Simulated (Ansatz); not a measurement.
**Strength of the Te–C bond: Te(CF3)(CH3) → CH3Te + CF3**

Species: Te(CF3)(CH3), singlet; CH3Te `C[Te]`, doublet; CF3 (trifluoromethyl radical) `F[C](F)F`, doublet. 

Shapes, held fixed at every level: PBE0-D4/def2-TZVP. Programs: Ansatz 0.2.0. The zero-point and thermal change to 298 K, harmonic and unscaled (PBE0-D4/def2-TZVP), is -8.4 kJ/mol.

Estimate ΔH(298 K) of this reaction.

The highest level, CCSD(T)/def2-TZVPP, gives ΔH(298 K) = +235.9 kJ/mol; the levels span +97.4 to +247.7. The column of differences is taken from that level and isn't an error. Hartree–Fock misses the correlation of the pair that is broken and comes out low. No measured value is set beside it here. Open shells run unrestricted unless RO is named. For atoms past krypton def2 sets carry core potentials with scalar relativity. Correlated rows may include outer-core shells of Te, which these sets cover unevenly.

| level | kind | ΔH(298 K) (kJ/mol) | less CCSD(T)/def2-TZVPP |
| --- | --- | --- | --- |
| HF/def2-SVP | Hartree–Fock | +97.4 | -138.5 |
| PBE-D4/def2-TZVPP | GGA | +244.0 | +8.1 |
| r2SCAN-D4/def2-TZVPP | meta-GGA | +226.3 | -9.6 |
| PBE0-D4/def2-TZVPP | global hybrid | +232.4 | -3.5 |
| r2SCAN0-D4/def2-TZVPP | global hybrid | +214.2 | -21.7 |
| MP2/def2-SVP | perturbation theory | +212.4 | -23.5 |
| MP2/def2-TZVPP | perturbation theory | +247.7 | +11.8 |
| CCSD(T)/def2-TZVPP | coupled cluster or CI | +235.9 | 0.0 |
